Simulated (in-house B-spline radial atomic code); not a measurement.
How numerical settings move a run on neutral oxygen, [He] 2s2 2p4. Computed with an all-electron radial atomic-structure program (B-spline basis): Dirac-Kohn-Sham PBE0, spherical fractional occupations, Fermi nucleus of rms radius 2.6991 fm.

Command:
```bash
python run_scf.py task.json out
```
Settings of the sound reference run:
```
Z                8
electrons        8
configuration    [He] 2s2 2p4
hamiltonian      dirac
method           pbe0
spin_polarised   False
nucleus          fermi
rms_radius       2.6991
mass_number      16
atomic_mass      15.99491
speed_of_light   137.036
knot_spacing     0.22
spline_order     8
gauss_points     12
box_radius       50
max_iterations   70
damping          0.5
damped_steps     3
diis_vectors     10
tolerance        1e-08
start            Thomas-Fermi
```

Run time, properties included: 0.78 s on 1 thread of Intel(R) Xeon(R) 6975P-C, with other jobs on the host.

It converges in 9 iterations to -74.898697 hartree, with 2p3/2 at -9.90404 eV. The other runs change the listed settings, some to values that make no sense; their results aren't properties of the atom or ion. Radii are in bohr (the nuclear one in fm), a minus after a letter asks for a j subshell, and «unchanged» means within 1e-8 hartree. The run stops when the residual is below 10 × tolerance × max(1, Z/10), or a noise floor if that is larger, and the energy moves by less than 1e-8 × √|E| hartree; so very loose and very tight tolerances often act alike.

| changed settings | outcome |
| --- | --- |
| spline_order = 5 | converged in 10 iterations, energy +4.32e-07 hartree from the reference, 2p3/2 level +5.1e-07 eV |
| knot_spacing = 0.55 | converged in 9 iterations, energy +4.69e-04 hartree from the reference, 2p3/2 level +7.8e-05 eV |
| spline_order = 10 | converged in 9 iterations, energy +1.49e-07 hartree from the reference |
| gauss_points = 4, box_radius = 25, max_iterations = 75, damping = 0.8, start = bare nucleus | converged in 10 iterations, energy unchanged, 2p3/2 level +8.1e-06 eV |
| knot_spacing = 0.4 | converged in 9 iterations, energy +3.85e-06 hartree from the reference, 2p3/2 level -1.2e-05 eV |
| electrons = 11, configuration = [He] 2s2 2p7, max_iterations = 75 | stopped with error: shell 2p holds at most 6 electrons |
| spline_order = 7 | converged in 9 iterations, energy +2.02e-07 hartree from the reference |
| knot_spacing = 0.1 | converged in 10 iterations, energy -6.81e-08 hartree from the reference, 2p3/2 level +1.3e-06 eV |
| spline_order = 3 | converged in 8 iterations, energy +1.13e-03 hartree from the reference, 2p3/2 level -1.1e-03 eV |
| knot_spacing = 2 | converged in 10 iterations, energy +4.74e+00 hartree from the reference, 2p3/2 level -1.1e+00 eV |
| gauss_points = 3, max_iterations = 100, damping = 0.8, damped_steps = 0, start = bare nucleus | converged in 8 iterations, energy +2.25e-06 hartree from the reference, 2p3/2 level -2.2e-05 eV |
| tolerance = 1e-13 | converged in 9 iterations, energy unchanged |
| spline_order = 6 | converged in 10 iterations, energy +7.22e-08 hartree from the reference, 2p3/2 level +9.5e-07 eV |
| knot_spacing = 0.75 | converged in 9 iterations, energy +8.61e-03 hartree from the reference, 2p3/2 level -4.3e-03 eV |
| tolerance = 1e-06 | converged in 8 iterations, energy unchanged, 2p3/2 level -4.4e-05 eV |
| electrons = 11, configuration = [He] 2s2 2p4 3s3, max_iterations = 50 | stopped with error: shell 3s holds at most 2 electrons |

(1) What happens with knot_spacing = 0.15?

(2) What happens with knot_spacing = 1?

(3) What happens with gauss_points = 16, max_iterations = 3, damping = 0.8, diis_vectors = 0?

(4) What happens with knot_spacing = 0.4, spline_order = 7, max_iterations = 8, damping = 0.95?

## Answers

(1) Converged in 10 iterations, energy -6.32e-08 hartree from the reference, 2p3/2 level +1.4e-06 eV.

(2) Converged in 9 iterations, energy +2.35e-02 hartree from the reference, 2p3/2 level -6.3e-02 eV.

(3) Not converged after 3 iterations, last residual 1.0e-01, last energy +4.44e-01 hartree from the reference.

(4) Not converged after 8 iterations, last residual 9.5e-05, last energy +1.17e-05 hartree from the reference.
